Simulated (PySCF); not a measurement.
# How methods differ on the ionisation energy of Ar²⁺

Ar²⁺ [Ne] 3s2 3p4 (3P) → Ar³⁺ [Ne] 3s2 3p3 (4S), as a difference of total energies. Computed with PySCF 2.14 in x2c-QZVPPall, with the spin-free X2C one-electron Hamiltonian (Gaussian nucleus). Correlated levels: valence: [Ne] frozen. The calculations carry no spin-orbit coupling.

```csv
method,ionisation energy (eV)
UHF,39.386
MP2 (valence),40.323
SCS-MP2 (valence),40.437
CCSD (valence),40.447
CCSD(T) (valence),40.480
```

A first-order spin-orbit estimate (lowest level to lowest level, LS coupling) adds 0.063 eV.

Errors of the correlated levels include the incompleteness of this basis and the frozen core.

Question: Which method comes closest to the reference value, and which is furthest?

Answer: The reference is 40.735 ± 0.012 eV (semi-empirical (NIST evaluation); NIST Atomic Spectra Database, ionization energies). Closest: CCSD(T) (valence) (error -0.192 eV); furthest: UHF (error -1.286 eV), both after the spin-orbit estimate.
